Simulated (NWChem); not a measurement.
System: CH3BeClO; SMILES C[O][Be][Cl]

```xyz
7

Be     0.0048    -0.1614     0.0001
Cl    -0.0015    -1.9845    -0.0001
O      0.0108     1.2192     0.0005
C     -0.0072     2.6079    -0.0003
H      0.7621     3.0039     0.6750
H      0.1859     2.9959    -1.0087
H     -0.9841     2.9816     0.3323
```
Atoms are numbered in this order, from 1.

Computed with NWChem. Pople sets run with spherical d functions. Structure relaxed at the B3LYP/6-31G* (spherical d) level.

**Question.** Taking TPSS/6-311++G** as the yardstick, which of these has the fewest basis functions while keeping “dipole (D)” within 0.05 D of it: TPSS/STO-3G; TPSS/6-311G**; TPSS/6-31+G*; TPSS/6-31G*; TPSS/3-21G?

**Answer.** none of them.
```csv
level,basis functions,dipole (D),relative time (rough)
TPSS/STO-3G,27,3.92,1
TPSS/3-21G,46,3.75,1
TPSS/6-31G*,66,2.94,3
TPSS/6-31+G*,82,2.78,4
TPSS/6-311G**,98,2.86,5
TPSS/6-311++G**,117,2.67,9
```

The yardstick is one finite set, not the basis-set limit.
